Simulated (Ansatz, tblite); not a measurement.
Forces on the cluster Sn2Cl4 at its PBE-D4/def2-SVP geometry. The state is a singlet with charge 0.

In the def2 sets Sn takes a core potential; there is no spin–orbit coupling. The xTB rows come from tblite. Another isomer (singlet) lies 1.05 eV lower at PBE0-D4/def2-TZVP; other spin states weren't run for this one.

GFN1-xTB (tblite), largest force 1.44 eV/Å:

```xyz
6
positions Å, forces eV/Å
Sn    0.412    1.413   -0.526   -0.382   -1.301    0.483
Sn   -0.412   -1.413    0.526    0.382    1.301   -0.483
Cl    0.026   -0.787   -2.092   -0.009    0.276    0.730
Cl    2.157   -0.541    0.231   -0.754    0.188   -0.080
Cl   -0.026    0.787    2.092    0.009   -0.275   -0.731
Cl   -2.157    0.541   -0.231    0.754   -0.188    0.080
```

GFN2-xTB (tblite), largest force 0.49 eV/Å:

```
Sn -0.124 -0.440 0.165
Sn 0.124 0.440 -0.165
Cl -0.005 0.140 0.374
Cl -0.385 0.099 -0.042
Cl 0.005 -0.140 -0.374
Cl 0.385 -0.099 0.042
```

PBE-D4/def2-TZVP (Ansatz), largest force 0.26 eV/Å:

```
Sn -0.068 -0.235 0.088
Sn 0.068 0.235 -0.088
Cl -0.001 0.017 0.046
Cl -0.047 0.012 -0.005
Cl 0.001 -0.017 -0.046
Cl 0.047 -0.012 0.005
```
